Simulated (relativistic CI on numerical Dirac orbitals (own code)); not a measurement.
## How well does a small relativistic CI reproduce F²⁺?

Calculated at this level of theory: Dirac-Coulomb-Breit CI, separate exchange-only KLI orbitals for each configuration, model QED (radiative potential, 1s self-energy scaled to tabulated hydrogen-like ionisation energies), valence Slater integrals scaled by 0.85, P86 correlation estimate, and configurations built on the next ion tied to the tabulated ionisation energy (semi-empirical) (own radial code, finite nucleus).

CI space (outside the closed core 1s2): 2s²2p³, 2s²2p²3s, 2s²2p²3p, 2s²2p²3d, 2s²2p²4s, 2s2p⁴, 2p⁵, 2s²2p²4p, 2s²2p²4d, 2s²2p²4f, 2s²2p3s², 2s2p³3s, 2p⁴3s, 2s²2p3s3p, 2p⁴3p, 2s2p³3p, 2s²2p3p², 2s²2p3s3d, 2p⁴3d, 2s2p³3d, 2s²2p3p3d, 2s²2p3d², 2s2p³4s. Levels of other configurations are missing.

```
Configuration  Term (tabulated)    J  Measured (cm⁻¹)  Computed   Error  Purity (%)
       2s²2p³               4S°  3/2              0.0         0       0         100
        2s2p⁴                4P  5/2         151897.9    157075    5177          99
        2s2p⁴                4P  3/2         152235.3    157407    5172          99
        2s2p⁴                4P  1/2         152410.0    157580    5170          99
        2s2p⁴                2D  5/2         210240.0    215178    4938          99
        2s2p⁴                2D  3/2         210256.0    215193    4937          99
        2s2p⁴                2S  1/2         248260.0    246981   -1279          99
        2s2p⁴                2P  3/2         266559.0    268396    1837          97
        2s2p⁴                2P  1/2         266943.0    268776    1833          97
     2s²2p²3s                4P  1/2         316707.3    312884   -3823          98
     2s²2p²3s                4P  3/2         316918.6    313094   -3825          98
     2s²2p²3s                4P  5/2         317237.5    313409   -3828          98
     2s²2p²3s                2P  1/2         324489.9    319980   -4510          97
     2s²2p²3s                2P  3/2         324874.4    320363   -4511          97
     2s²2p²3s                2D  5/2         344016.2    338500   -5516          98
     2s²2p²3s                2D  3/2         344019.5    338503   -5516          98
     2s²2p²3p               2S°  1/2         344438.4    342264   -2174          98
     2s²2p²3p               4D°  1/2         348700.5    345599   -3101          98
     2s²2p²3p               4D°  3/2         348815.4    345713   -3102          98
     2s²2p²3p               4D°  5/2         349005.1    345902   -3103          98
     2s²2p²3p               4D°  7/2         349264.0    346161   -3103          98
     2s²2p²3p               4P°  3/2         351328.4    347837   -3491          98
     2s²2p²3p               4P°  5/2         351517.1    348025   -3492          97
     2s²2p²3p               2D°  3/2         355979.6    352397   -3583          98
     2s²2p²3p               2D°  5/2         356370.0    352787   -3583          98
     2s²2p²3p               4S°  3/2         357477.0    354177   -3300          95
     2s²2p²3s                2S  1/2         372673.0    360532  -12141          94
     2s²2p²3p               2F°  5/2         376806.2    371604   -5202          98
     2s²2p²3p               2F°  7/2         376871.0    371667   -5204          99
     2s²2p²3p               2D°  5/2         380242.9    375340   -4903          97
     2s²2p²3p               2D°  3/2         380299.1    375398   -4902          96
     2s²2p²3d                4F  3/2         387257.3    383802   -3456          98
     2s²2p²3d                4F  5/2         387366.2    383909   -3458          98
     2s²2p²3d                4F  7/2         387521.8    384063   -3459          98
     2s²2p²3d                4F  9/2         387725.5    384265   -3461          98
     2s²2p²3d                2P  3/2         389523.5    385970   -3553          67
     2s²2p²3d                2P  1/2         389735.7    386386   -3350          73
     2s²2p²3d                4D  5/2         390075.7    386174   -3901          94
     2s²2p²3d              4D †  3/2         390078.3    386217   -3861          67
     2s²2p²3d              4D †  1/2         390118.4    386046   -4072          74
     2s²2p²3d              4D †  7/2         390208.4    386291   -3917          98
     2s²2p²3d                4P  5/2         390832.3    387173   -3660          94
     2s²2p²3d                4P  3/2         390974.0    387323   -3651          96
     2s²2p²3d                4P  1/2         391045.2    387400   -3645          97
     2s²2p²3d                2F  5/2         391255.6    388067   -3188          98
     2s²2p²3d                2F  7/2         391625.5    388436   -3190          98
     2s²2p²3d                2D  3/2         395266.1    391766   -3500          98
     2s²2p²3d                2D  5/2         395384.1    391889   -3495          98
          2p⁵             2P° †  3/2         401203.0    420501   19298          93
          2p⁵             2P° †  1/2         401721.0    421014   19293          93
     2s²2p²4p               4D°  1/2         426426.0    427592    1166          98
     2s²2p²4p               4D°  3/2         426556.4    427689    1132          97
     2s²2p²4p               4D°  5/2         426730.7    427865    1134          96
     2s²2p²4p               4D°  7/2         426987.5    428128    1140          99
     2s²2p²4p               4P°  1/2         427456.7    428550    1094          98
     2s²2p²4p               4P°  3/2         427542.4    428638    1096          97
     2s²2p²4p               4P°  5/2         427729.3    428827    1097          97
     2s²2p²4p               2D°  3/2         429105.3    431629    2524          98
     2s²2p²4p               2D°  5/2         429500.6    432008    2508          99
     2s²2p²4p               2P°  1/2         431057.1    433821    2764          97
     2s²2p²4p               2P°  3/2         431224.2    433955    2731          97
      2s2p³3p                4P  3/2         434567.0    436804    2237          97
     2s²2p²4d                2P  3/2         441159.0    442588    1429          94
     2s²2p²4d                2P  1/2         441384.0    442842    1458          95
     2s²2p²4d                4P  5/2         442153.0    443314    1161          94
     2s²2p²4d                4P  3/2         442300.0    443471    1171          95
     2s²2p²4d                4P  1/2         442378.0    443552    1174          96
     2s²2p²4d                2D  3/2         444960.0    446115    1155          97
     2s²2p²4d                2D  5/2         445008.0    446225    1217          97
```

Measured levels from Moore, Atomic Energy Levels, vol. I, NSRDS-NBS 35 (1971 reprint of NBS Circular 467, 1949); pairs were made by configuration, J and term (by order where the table uses no LS term), so strongly mixed levels may be paired wrongly. The analysis dates from before 1960. Some J values or terms of the table were assigned by a fit.

Mean error by configuration (cm⁻¹): 2s2p⁴ 3473; 2s²2p²3s -5459; 2s²2p²3p -3732; 2s²2p²3d -3498; 2s²2p²4p 1672; 2s2p³3p 2237; 2s²2p²4d 1252. Over the excited levels the mean absolute error is 3248 cm⁻¹ (68 of the 68 excited levels that our extract of the source holds in range could be paired), and the median relative error of those above 1,000 cm⁻¹ is 0.89 %. Some levels of the ground configuration have no partner. † marks terms whose computed intervals miss the measured ones by more than a factor of 2.5, or configurations far off the rest, from wrong mixing, a near crossing or a doubtful label or measurement; they are left out of the means.
